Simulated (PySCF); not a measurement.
Several species in one continuum solvent.

All values: PBE0/pcSseg-1 (PySCF, non-relativistic), each on one gas-phase PBE0-D3(BJ)/def2-SVP geometry that isn't relaxed in the solvent. The solvent is an IEF-PCM continuum (Bondi radii, 1.10 Å for H, scaled by 1.2). Only the electrostatic response of the medium enters.

Problem. Order them by E(solvent) − E(gas) in benzene (ε = 2.271), most negative first (kcal/mol).
A. `[F:1][C:2]([F:3])([F:4])[C:5]#[C:6][CH:7]1[CH2:8][SiH2:9][CH2:10]1` with C6–C7–C8–Si9 -148°, C7–C8–Si9–C10 19°, C8–Si9–C10–C7 -19°, C6–C7–C10–Si9 148°
B. `CC1=C(C(F)(F)F)C=C[SiH2]1`
C. `[CH:1]#[C:2][Si@@H:3]1[CH2:4][CH2:5][C@H:6]1[C:7]([F:8])([F:9])[F:10]` with C2–Si3–C4–C5 -93°, Si3–C4–C5–C6 -19°, C4–C5–C6–C7 -97°, C2–Si3–C6–C5 97°
D. `[CH2:1]=[CH:2][C@@H:3]1[CH2:4][CH2:5][P@H:6]1=[O:7]` with C1–C2–C3–C4 132°, C2–C3–C4–C5 -150°, C3–C4–C5–P6 25°, C4–C5–P6–O7 -148°, C2–C3–P6–C5 145°

Solution. D (-4.3), C (-2.0), A (-1.4), B (-1.2).

| SMILES | charge | ΔE (kcal/mol) | polarisation term (kcal/mol) | HOMO shift (eV) | dipole gas (D) | dipole solvent (D) | atoms |
| --- | --- | --- | --- | --- | --- | --- | --- |
| C=C[C@@H]1CC[P@H]1=O | 0 | -4.3 | -4.7 | +0.05 | 4.20 | 4.79 | 16 |
| C#C[Si@@H]1CC[C@H]1C(F)(F)F | 0 | -2.0 | -2.0 | +0.08 | 2.82 | 3.06 | 17 |
| FC(F)(F)C#CC1C[SiH2]C1 | 0 | -1.4 | -1.5 | +0.08 | 3.50 | 3.86 | 17 |
| CC1=C(C(F)(F)F)C=C[SiH2]1 | 0 | -1.2 | -1.3 | +0.09 | 2.10 | 2.34 | 17 |

The polarisation term is half the interaction of the solute with the induced surface charges.
